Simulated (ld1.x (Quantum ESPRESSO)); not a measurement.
# Configuration tests for beryllium (ultrasoft)

ld1.x (Quantum ESPRESSO) 7.5 input, shortened:

```
&input
   title='Be', zed=4., rel=0, dft='PZ', iswitch=3,
   config='[He] 2s1 2p1'
 /
 &inputp
   pseudotype=3, tm=.true., lloc=-1, rcloc=1.60,
   nlcc=.false.
 /
4
2S  1  0   1.00   0.00  1.75  2.00  0.0
2S  1  0   0.00   0.10  1.75  2.00  0.0
2P  2  1   1.00   0.00  2.55  3.00  0.0
2P  2  1   0.00   0.35  2.55  3.00  0.0
 &test
   configts(1)='2s1 2p1'
 /
```

Energies are relative to the spin-unpolarised reference configuration 2s1 2p1; without spin polarisation the order of configurations can differ from experiment. Spin-polarised rows fill each open shell by Hund’s rule, majority spin first.

(1) Give the all-electron excitation energy and the error of the potential for: 2s2 2p0; 2s1 2p0; 2s1.5 2p0; 2s0 2p2; 2s0 2p1; 2s1 2p1 (spin-polarised); 2s1 2p0 (spin-polarised).

Levels in the configuration 2s1.5 2p0:

```json
{"level": "2s", "all-electron (eV)": "-9.464", "pseudo (eV)": "-9.445"}
```

## Answers

(1)

| valence configuration | charge | ΔE all-electron (eV) | error AE − PS (meV) |
| --- | --- | --- | --- |
| 2s2 2p0 | 0 | -3.517 | +0.8 |
| 2s1 2p0 | +1 | 6.001 | +24 |
| 2s1.5 2p0 | +0.5 | 0.234 | +5.6 |
| 2s0 2p2 | 0 | 3.550 | +1.5 |
| 2s0 2p1 | +1 | 9.812 | +4.7 |
| 2s1 2p1 (spin-polarised) | 0 | -1.033 | +100 |
| 2s1 2p0 (spin-polarised) | +1 | 5.525 | +76 |
